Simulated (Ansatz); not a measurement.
Vertical singlet–triplet gap (eV) of eight silicon and germanium compounds: PBE beside CAM-B3LYP, computed with Ansatz (a first-principles code) for isolated molecules in the bases named; differences from unrounded values. The eight are the first of their class met in an unordered collection, after screening for sound electronic states; none was chosen by its value. Functionals give these values as differences of separate SCF runs (ΔSCF), EOM-CCSD as a root; each molecule has one DFT geometry for both levels.

```tsv
molecule	basis	CAM-B3LYP	PBE	difference
Si(F)3(vinyl) (C2H3F3Si), SMILES C(=C)[Si](F)(F)F	def2-SVPD	4.18	4.29	0.11
C₂H₉FSi₃, SMILES C[Si]1(F)[SiH2]C[SiH2]1	def2-SVPD	4.41	3.91	-0.51
H5NOSeSi, SMILES [Se](O[SiH3])N	def2-SVPD	3.36	3.17	-0.19
GeFCl₃, SMILES [F][Ge]([Cl])([Cl])[Cl]	def2-SVPD	5.87	4.91	-0.96
H5NO3Si, SMILES O[Si](O)(O)N	def2-SVPD	6.69	6.11	-0.58
CH₉FOSi₃, SMILES C[SiH2][SiH2]O[SiH2]F	def2-SVPD	5.77	5.13	-0.65
silyloxysilylformaldehyde (CH6O2Si2), SMILES O=C[SiH2]O[SiH3]	def2-SVPD	2.52	2.43	-0.09
C2H11NSi3, SMILES C1[SiH2]N([SiH2]C1)[SiH3]	def2-SVPD	6.04	5.15	-0.89
```

PBE lies below CAM-B3LYP in 7 and above it in 1 of the eight; the mean signed difference is -0.47 and the largest -0.96 eV.
